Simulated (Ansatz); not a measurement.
Basis-set extrapolation for `C#C/C=C\[SiH3]` (PBE0-D4/def2-TZVP geometry, frozen core, Ansatz). Multiplicity 1, RHF reference.

|  | def2-TZVPP | def2-QZVPP |
| --- | --- | --- |
| HF | -443.875306 | -443.890768 |
| MP2 correlation | -0.745547 | -0.794080 |
| CCSD(T) correlation | -0.825301 | not run |

Energies in hartree. Use E(X) = E(∞) + A·exp(−7.88·√X) for Hartree–Fock and E(X) = E(∞) + B·X^(−2.97) for correlation, with X = 3 and 4, and add CCSD(T) minus MP2 of the smaller set to the MP2 limit.

Question: What is the CCSD(T) energy at the basis-set limit?

Answer: HF limit: -443.890768 + (-0.015462) × 0.13774 = -443.89290. MP2 limit: -0.794080 + (-0.048533) × 0.74074 = -0.83003. Higher-order term: -0.825301 − (-0.745547) = -0.07975. Total: -444.80268 hartree, 2.78 eV below CCSD(T)/def2-TZVPP.
